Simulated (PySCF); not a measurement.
Species: C6H10N (doublet state).
Cartesian coordinates in Å at the GFN2-xTB level; atoms count from 1:
```xyz
17
C6H10N angstrom
C     -2.7627    1.3150   -0.1284
C     -2.2353    0.1407   -0.0637
C     -1.6908   -1.0838    0.0190
C     -0.3599   -1.3901   -0.1938
C      0.6747   -0.3785   -0.5283
C      1.6558   -0.1628    0.6364
N      2.7230    0.7317    0.2197
H     -3.1765    1.7178   -1.0447
H     -2.8323    1.9704    0.7314
H     -2.3665   -1.8951    0.2701
H     -0.0336   -2.4113   -0.0749
H      0.1986    0.5731   -0.7744
H      1.2642   -0.7055   -1.3896
H      1.0911    0.2032    1.5113
H      2.1133   -1.1190    0.9071
H      2.3420    1.6410   -0.0223
H      3.3878    0.8652    0.9740
```

The hyperfine couplings belong to this conformer and change with its torsions.

Identity: `C=[C]/C=C\CCN` [radical].

The calculation used PySCF, UKS B3LYP, pcH-1 on C H N, non-relativistic, mean-field spin-orbit, GIAO. One conformer (not necessarily the lowest) at the GFN2-xTB geometry, without solvent, vibrations or thermal averaging. Couplings are sensitive to structure, and on GFN2-xTB geometries they can be far from those on DFT ones. No stability test was run, so a lower SCF solution isn't excluded. ⟨S²⟩ is 0.775 where a pure state has 0.75.

(1) Give the principal g shifts and their parts.

(2) What effective moment and Curie constant follow for a powder?

(3) Average each term over the three axes. Which is largest in size?

(4) In a frozen sample, at which fields do the three g values resonate at 9.5, 34, 94 and 263 GHz (hyperfine left aside), and which band first spreads them over more than twice a line width of 1.0 mT?

## Answers

(1) 
```json
{"Δg (ppm)": "relativistic mass correction", "1": "-145", "2": "-145", "3": "-145"}
{"Δg (ppm)": "gauge correction", "1": "8", "2": "28", "3": "36"}
{"Δg (ppm)": "orbital Zeeman/spin–orbit", "1": "-42", "2": "14", "3": "564"}
{"Δg (ppm)": "total", "1": "-180", "2": "-102", "3": "454"}
```

So g = 2.00214, 2.00222, 2.00277 and g_iso = 2.00238; the tensor is close to axial: the two nearest values differ by 12 % of g3 − g1. 

(2) With the mean of g² = 4.0095 and S(S+1) = 0.75: μ_eff = √(⟨g²⟩S(S+1)) = 1.734 μB and χT = 0.12505·⟨g²⟩·S(S+1) = 0.376 cm³ K/mol (cgs; spin-Hamiltonian part alone).

(3) The orbital-Zeeman/spin–orbit term 178, the mass correction -145 and the gauge correction 24 ppm, for a total of 57 ppm. The orbital-Zeeman/spin–orbit term is the largest in size. The mass correction is the same along every axis, so the anisotropy comes from the other two: their spans along these axes are 28 (gauge) and 606 ppm (orbital Zeeman/spin–orbit).

(4) 
```json
{"band": "X", "GHz": "9.5", "B(g3) mT": "338.91", "B(g2) mT": "339.00", "B(g1) mT": "339.01", "spread mT": "0.11"}
{"band": "Q", "GHz": "34.0", "B(g3) mT": "1212.93", "B(g2) mT": "1213.27", "B(g1) mT": "1213.31", "spread mT": "0.38"}
{"band": "W", "GHz": "94.0", "B(g3) mT": "3353.39", "B(g2) mT": "3354.33", "B(g1) mT": "3354.46", "spread mT": "1.06"}
{"band": "J", "GHz": "263.0", "B(g3) mT": "9382.37", "B(g2) mT": "9384.97", "B(g1) mT": "9385.34", "spread mT": "2.97"}
```

The spread grows in proportion to the frequency. J band is the first where it exceeds 2.0 mT.

The Mulliken spin populations are largest on C4 (+0.70), C2 (+0.59), C3 (-0.25) and C1 (-0.11). The positive populations add up to 1.45 and the negative ones to -0.45, together 2S = 1. The angles at C4 add up to 360.0°, so it is planar; its axial dipolar tensor and the negative coupling of its proton fit spin in a p orbital normal to that plane.

The HOMO–LUMO gaps are 5.06 eV among the α and 4.46 eV among the β orbitals.

The SMILES draws the unpaired electron on C2; the largest computed Mulliken spin population is on C4 (0.70 against 0.59).
